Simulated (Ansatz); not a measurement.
A series at Hf: from `[F][Hf]([F])([F])[Cl]`, ligands are replaced one by one, each step taking up HCl and setting free H–F; n counts the steps. Ansatz, PBE0-D4/def2-TZVP geometries.

```tsv
n	molecule	HOMO energy, ωB97M-V/def2-TZVPP (eV)
0	`[F][Hf]([F])([F])[Cl]`	?
1	`[F][Hf]([F])([Cl])[Cl]`	-12.04
2	`[F][Hf]([Cl])([Cl])[Cl]`	-11.90
3	`[Cl][Hf]([Cl])([Cl])[Cl]`	-11.92
```

By hand: fit a straight line y = ȳ + b (n − n̄) to the 3 given rows and predict n = 0.

n̄ = 2.000, ȳ = -11.953; Σ(n − n̄)(y − ȳ) = 0.120, Σ(n − n̄)² = 2.000, so b = 0.060 eV a step. Prediction: -11.953 + (0.060) × (-2.000) = -12.07 eV.

By hand: compare with the computed value, -12.30 eV, and give the steps along the whole series.

The line misses by -0.23 eV (computed minus predicted). Steps: 0.26, 0.14, -0.02 eV.

The steps change sign along the series, so a line is a poor guide. The highest orbital can change its character along such a series. The miss is 57.5 % of the series' range.
